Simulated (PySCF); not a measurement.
**Calculated NMR data**

[PySCF 2.14: GFN2-xTB geometry; shieldings: GIAO PBE0/pcSseg-1; one averaged value for each set of equivalent atoms; no solvent model; non-relativistic; a single conformation]

Scale: ¹H (σref 31.72), ¹³C (σref 186.93) against TMS (reference shieldings calculated alike). Splittings of carbon signals by F and P are missing where no couplings were computed. Where no couplings were computed, multiplicities follow the n + 1 count of equivalent neighbours, and m marks all less simple cases (inequivalent or close neighbours, rings, F or P nearby). Shifts are as computed. Against solution values, carbons near 30 ppm lie about +3 ppm off and those near 130 ppm about +5 ppm. Of 1309 compounds with measured shifts, 239 miss one by over three times the rms of a fit or turn the order of signals round; such compounds aren't used in these exercises.

**1.** `O(C)C1=C[C@@H](F)[Si@@H](F)O1`, C₄H₆F₂O₂Si. ¹H NMR (600 MHz, computed): δ 5.42 (m, 1H), 4.94 (m, 1H), 4.77 (m, 1H), 3.91 (s, 3H). ¹³C{¹H} NMR (computed): δ 171.0 (C), 89.1 (CH), 80.8 (CH), 55.7 (CH3).

**2.** SMILES C/N=C\C#C[C@@H]1[SiH2][C@@H]1[SiH2]Cl, C₆H₁₀ClNSi₂. ¹H NMR (600 MHz, computed): δ 7.65 (s, 1H), 5.65 (m, 1H), 5.23 (m, 1H), 3.68 (s, 3H), 3.22 (m, 1H), 2.94 (m, 1H), 2.22 (m, 1H), 0.60 (m, 1H). ¹³C{¹H} NMR (computed): δ 146.6, 109.8, 79.3, 47.6, 5.1, 3.0.
